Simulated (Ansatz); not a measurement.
The lowest doublet and quartet of CH (SMILES [CH]); geometries from B3LYP-D3(BJ)/def2-TZVP, each state relaxed from the structure named, with no frequency check.
Doublet (charge 0, multiplicity 2):
| atom | x (Å) | y (Å) | z (Å) |
|---|---|---|---|
| C | 0.0000 | 0.0000 | -0.1605 |
| H | 0.0000 | 0.0000 | 0.9630 |
Quartet (charge 0, multiplicity 4):
```csv
atom,x (Å),y (Å),z (Å)
C,0.0000,0.0000,-0.1563
H,0.0000,0.0000,0.9375
```

A positive gap puts the quartet lower; no zero-point energy. U- takes an unrestricted doublet. The quartet is unrestricted in single-reference levels. Active spaces average the two states.

Frozen-core correlation.

The values were computed with Ansatz (an electronic-structure program). 

| level | gap E(doublet) − E(quartet), adiabatic (kJ/mol) |
|---|---|
| U-HF/cc-pVTZ (spin-contaminated) | 11.1 |
| U-MP2/cc-pVDZ (spin-contaminated) | -16.7 |
| U-CCSD/cc-pVDZ (spin-contaminated) | -51.6 |
| U-CCSD(T)/cc-pVDZ (spin-contaminated) | -53.8 |
| U-CCSD(T)/cc-pVTZ (spin-contaminated) | -65.0 |
| U-CCSDT/cc-pVTZ (spin-contaminated) | -66.4 |
| SA-CASSCF(5,5)/cc-pVQZ | -29.3 |
| SC-NEVPT2 on SA-CASSCF(5,5)/cc-pVQZ | -69.5 |
| FIC-MRCISD+Q on SA-CASSCF(5,5)/cc-pVQZ | ? |

Task: What belongs in the gaps?

Result: 
- FIC-MRCISD+Q on SA-CASSCF(5,5)/cc-pVQZ, gap E(doublet) − E(quartet), adiabatic (kJ/mol): -74.8

Doubts at one or more of the structures used: T1 above 0.05 (U-CCSD/cc-pVDZ (spin-contaminated), U-CCSD(T)/cc-pVDZ (spin-contaminated), U-CCSD(T)/cc-pVTZ (spin-contaminated), U-CCSDT/cc-pVTZ (spin-contaminated)).
